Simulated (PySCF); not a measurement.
# A search over the determinants of BePb

Unrestricted PBE0; Be def2-SVP, Pb def2-SVP with ECP60; scalar-relativistic core potentials (PySCF 2.14). Outer shells of the fragments: Be 2s2; Pb 5d10 6s2 6p2.

Followed along the bond (rough minima from three points):

| 2Ms+1 | unpaired | ⟨S²⟩ at the start | R at minimum (Å) | Te (eV) |
| --- | --- | --- | --- | --- |
| 3 | π ↑↑ | 2.03 | 2.43 | 0.00 |
| 1 | π ↑↓ | 1.00 | 2.42 | 0.23 |
| 3 | σ ↑, π ↑ | 2.00 | 2.63 | 0.32 |
| 1 | σ ↓, π ↑ | 1.01 | 2.62 | 0.42 |
| 1 | none | 0.00 | 2.43 | 0.81 |

Solutions found at the starting distance of 2.355 Å, counted from the lowest of them; the search is not exhaustive and high or unbound solutions are not listed, so other states can lie among these:

```csv
2Ms+1,unpaired,term,E (eV),⟨S²⟩,⟨Lz²⟩,μ (D)
3,π ↑↑,³Σ⁻,0.00,2.03,0.00,-0.86
1,π ↑↓,mixed,0.22,1.00,2.01,-0.82
3,"σ ↑, π ↑",³Π,0.50,2.00,1.00,1.30
1,"σ ↓, π ↑",mixed,0.60,1.01,1.00,1.18
1,none,mixed,0.81,0.00,2.00,-0.67
3,"σ ↑↑, π ↑↓",mixed,1.82,3.01,2.01,1.14
1,"σ ↓↓, π ↑↑",mixed,2.07,2.01,0.00,0.46
3,"σ ↑, π ↑",³Π,2.26,2.15,1.04,-0.74
3,π ↑↑,mixed,2.53,2.06,2.00,0.41
1,"σ ↓, π ↑",mixed,2.62,1.26,1.01,-1.07
```

A term symbol is given only where ⟨S²⟩ and ⟨Lz²⟩ are close to those of a pure state; real π, δ and φ orbitals otherwise mix terms. A positive dipole means Be(−)Pb(+).

These are scalar-relativistic numbers at best; spin–orbit coupling would shift them, the dissociation energy most.
